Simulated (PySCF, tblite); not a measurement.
Compound: C5H14BFSi2.
Atom-mapped SMILES: `[CH3:1][CH2:2][B:3]([SiH2:4][F:5])[CH:6]1[CH2:7][SiH2:8][CH2:9]1` (hydrogens: H10, H11, H12 on C1; H13, H14 on C2; H15, H16 on Si4; H17 on C6; H18, H19 on C7; H20, H21 on Si8; H22, H23 on C9)

Geometry (GFN2-xTB, Å), atoms numbered from 1 in this order:
```xyz
23
C5H14BFSi2 angstrom
C     -3.0353   -0.5431    0.0330
C     -1.7263   -0.7568    0.7977
B     -0.4904    0.1431    0.3865
Si    -0.7268    1.8224   -0.6027
F     -1.8631    2.7287    0.1356
C      0.9315   -0.4512    0.6816
C      2.1570    0.4835    0.8645
Si     2.9866   -0.1949   -0.7111
C      1.3150   -1.1221   -0.6854
H     -3.8265   -1.1769    0.4306
H     -2.9055   -0.7856   -1.0201
H     -3.3605    0.4913    0.1066
H     -1.9154   -0.5433    1.8585
H     -1.4728   -1.8221    0.7692
H     -1.2717    1.6980   -1.9626
H      0.3693    2.7934   -0.7018
H      0.9412   -1.2150    1.4632
H      2.6773    0.3108    1.8045
H      1.8945    1.5387    0.8370
H      3.1862    0.7312   -1.8255
H      4.1653   -1.0445   -0.5205
H      0.6376   -0.8505   -1.4960
H      1.3279   -2.2081   -0.6324
```

Jobs on this species (23 atoms, 86 electrons) with PySCF (density fitting) and tblite. Hardware of each: an Intel Xeon at 2.50 GHz with one thread, on a shared host. Times come from a shared host and carry two figures at best.

| level and settings | work | basis functions | SCF cycles | wall time |
| --- | --- | --- | --- | --- |
| GFN2-xTB | L-BFGS relaxation | – | – | ? |
| PBE0/pcSseg-1 | shieldings, ring-centre shieldings, charges and field gradients | 237 | 12 | 2.7 min |
| GFN2-xTB | Hessian by finite differences | – | – | 4.5 s |

Q: Fill in the missing figures.

A: 
- GFN2-xTB; L-BFGS relaxation: 7.7 s

Q: What do all jobs in the table cost together?

A: About 2.9 min; the longest takes about 93 % of that, and about 36 times as long as the shortest.
